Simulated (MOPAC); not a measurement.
MOPAC input (AM1):

```
AM1 PRECISE GNORM=0.05 LET XYZ CHARGE=1 GEO-OK AUX(PRECISION=9) THREADS=1
H8N3OSi

N     1.25926500 1    1.04598000 1   -0.55374800 1
Si   -0.00101900 1    0.16250000 1    0.09864900 1
N    -1.50138900 1    0.82528700 1   -0.24606700 1
N    -0.04244100 1   -1.51807700 1   -0.79791200 1
O     0.30838700 1   -0.51933500 1    1.53208000 1
H     2.17908100 1    1.06660400 1   -0.14160700 1
H     1.16576800 1    1.69721000 1   -1.31720700 1
H    -1.60235800 1    1.79927100 1   -0.48896700 1
H    -2.38058300 1    0.42468700 1    0.04371100 1
H    -0.78367300 1   -2.12759000 1   -0.44803900 1
H     0.83822800 1   -2.01719600 1   -0.66125500 1
H    -0.18323300 1   -1.40343100 1   -1.80181500 1
H     0.30589600 1   -0.03220700 1    2.36153400 1
```

Output:

```
 *******************************************************************************
 **                                                                           **
 **                              MOPAC v23.2.5                                **
 **                                                                           **
 *******************************************************************************
 ** MOPAC's Digital Object Identifier: https://doi.org/10.5281/zenodo.6511958 **
 **                                                                           **
 ** Please cite the open-source release paper for use of this MOPAC version:  **
 ** J. E. Moussa and J. J. P. Stewart (2026)                                  **
 ** MOPAC: An open-source semiempirical molecular orbital program             **
 ** J. Open Source Softw., 11(119), 8025, https://doi.org/10.21105/joss.08025 **
 *******************************************************************************

                              AM1 CALCULATION RESULTS

 *******************************************************************************
 *  AM1        - The AM1 Hamiltonian to be used
 *  GEO-OK     - OVERRIDE INTERATOMIC DISTANCE AND OTHER SAFETY CHECKS
 *
 *
 *
 *                 CHARGE ON SYSTEM = +1
 *
 *
 *
 *  LET        - OVERRIDE SOME SAFETY CHECKS
 *  PRECISE    - TIGHTER CRITERIA TO BE USED
 *  XYZ        - CARTESIAN COORDINATE SYSTEM TO BE USED
 *  GNORM      - EXIT WHEN GRADIENT NORM DROPS BELOW 0.050
 *  AUX        - OUTPUT AUXILIARY INFORMATION
 *******************************************************************************
AM1 PRECISE GNORM=0.05 LET XYZ CHARGE=1 GEO-OK AUX(PRECISION=9) THREADS=1
 H8N3OSi

   ATOM   CHEMICAL          X               Y               Z
  NUMBER   SYMBOL      (ANGSTROMS)     (ANGSTROMS)     (ANGSTROMS)

     1       N          1.25926500  *   1.04598000  *  -0.55374800  *
     2      Si         -0.00101900  *   0.16250000  *   0.09864900  *
     3       N         -1.50138900  *   0.82528700  *  -0.24606700  *
     4       N         -0.04244100  *  -1.51807700  *  -0.79791200  *
     5       O          0.30838700  *  -0.51933500  *   1.53208000  *
     6       H          2.17908100  *   1.06660400  *  -0.14160700  *
     7       H          1.16576800  *   1.69721000  *  -1.31720700  *
     8       H         -1.60235800  *   1.79927100  *  -0.48896700  *
     9       H         -2.38058300  *   0.42468700  *   0.04371100  *
    10       H         -0.78367300  *  -2.12759000  *  -0.44803900  *
    11       H          0.83822800  *  -2.01719600  *  -0.66125500  *
    12       H         -0.18323300  *  -1.40343100  *  -1.80181500  *
    13       H          0.30589600  *  -0.03220700  *   2.36153400  *

          CARTESIAN COORDINATES

    NO.       ATOM           X           Y           Z

     1         N          1.2593      1.0460     -0.5537
     2        Si         -0.0010      0.1625      0.0986
     3         N         -1.5014      0.8253     -0.2461
     4         N         -0.0424     -1.5181     -0.7979
     5         O          0.3084     -0.5193      1.5321
[...]
          NO. OF FILLED LEVELS    =         16
          MOLECULAR WEIGHT        =         94.1682         POINT GROUP:  Cs

          MOLECULAR DIMENSIONS (Angstroms)

            Atom       Atom       Distance
            H     9    H     6     4.58797
            H    10    H    13     4.18690
            H     7    H    11     3.91795

          SCF CALCULATIONS        =        149

   ATOM   CHEMICAL          X               Y               Z
  NUMBER   SYMBOL      (ANGSTROMS)     (ANGSTROMS)     (ANGSTROMS)

     1       N          1.24730341  *   1.05133984  *  -0.61888893  *
     2      Si         -0.00719868  *   0.21745334  *   0.07585750  *
     3       N         -1.55110773  *   0.79324933  *  -0.11546369  *
     4       N         -0.01726026  *  -1.49918248  *  -0.86015526  *
     5       O          0.33767127  *  -0.53938403  *   1.60479592  *
     6       H          2.19103932  *   0.97025883  *  -0.32849864  *
     7       H          1.15892169  *   1.73592351  *  -1.32827789  *
     8       H         -1.83625174  *   1.45959106  *  -0.78953592  *
     9       H         -2.30595475  *   0.55554458  *   0.48055436  *
    10       H         -0.91171635  *  -1.69990036  *  -1.29158703  *
    11       H          0.17231443  *  -2.23742445  *  -0.18456991  *
    12       H          0.69348902  *  -1.55186426  *  -1.58025743  *
    13       H          0.42929569  *  -0.00597190  *   2.38712188  *

                             CARTESIAN COORDINATES

   1    N        1.247303413     1.051339835    -0.618888925
   2   Si       -0.007198677     0.217453336     0.075857501
   3    N       -1.551107726     0.793249328    -0.115463686
   4    N       -0.017260260    -1.499182478    -0.860155259
   5    O        0.337671272    -0.539384025     1.604795921
   6    H        2.191039322     0.970258830    -0.328498637
   7    H        1.158921690     1.735923508    -1.328277887
   8    H       -1.836251737     1.459591060    -0.789535921
   9    H       -2.305954749     0.555544578     0.480554357
  10    H       -0.911716355    -1.699900365    -1.291587029
  11    H        0.172314429    -2.237424449    -0.184569911
  12    H        0.693489016    -1.551864262    -1.580257429
  13    H        0.429295688    -0.005971896     2.387121878

           Empirical Formula: H8 N3 O Si  =    13 atoms

      MOLECULAR POINT GROUP   :   Cs

                  EIGENVALUES
 -40.33067 -39.83394 -37.27414 -37.20232 -23.29363 -22.70490 -22.48569 -21.67652
 -21.05505 -20.77890 -19.86834 -19.61947 -17.70158 -16.84777 -15.63601 -14.94204
  -3.76714  -3.05158  -2.74037  -2.54481  -1.69283  -0.48885  -0.46059   1.01209
   1.06116   1.69145   1.71630   2.02782

              NET ATOMIC CHARGES AND DIPOLE CONTRIBUTIONS

  ATOM NO.   TYPE          CHARGE      No. of ELECS.   s-Pop       p-Pop
    1          N          -0.771073        5.7711     1.50832     4.26275
    2         Si           1.684741        2.3153     0.69785     1.61741
    3          N          -0.771070        5.7711     1.50832     4.26275
    4          N          -0.376938        5.3769     1.51610     3.86084
    5          O          -0.657478        6.6575     1.84604     4.81144
    6          H           0.231533        0.7685     0.76847
    7          H           0.228462        0.7715     0.77154
    8          H           0.228465        0.7715     0.77154
    9          H           0.231532        0.7685     0.76847
   10          H           0.226253        0.7737     0.77375
   11          H           0.240678        0.7593     0.75932
   12          H           0.226253        0.7737     0.77375
   13          H           0.278641        0.7214     0.72136
 DIPOLE           X         Y         Z       TOTAL
 POINT-CHG.    -0.318    -1.658    -2.615     3.112
 HYBRID        -0.103     0.344    -0.396     0.535
 SUM           -0.420    -1.313    -3.011     3.312

          ATOMIC ORBITAL ELECTRON POPULATIONS

     Atom    s        px        py        pz
    1  N   1.50832   1.22312   1.53448   1.50516
    2 Si   0.69785   0.53701   0.52715   0.55325
    3  N   1.50832   1.26840   1.56039   1.43397
    4  N   1.51610   1.18473   1.43245   1.24366
    5  O   1.84604   1.91823   1.57260   1.32061
    6  H   0.76847
    7  H   0.77154
    8  H   0.77154
    9  H   0.76847
   10  H   0.77375
   11  H   0.75932
   12  H   0.77375
   13  H   0.72136

 **********************
 *                    *
 * JOB ENDED NORMALLY *
 *                    *
 **********************

 == MOPAC DONE ==
```

The dipole moment of an ion depends on the origin.

The geometry given is a B3LYP-D3(BJ)/def2-TZVP minimum.
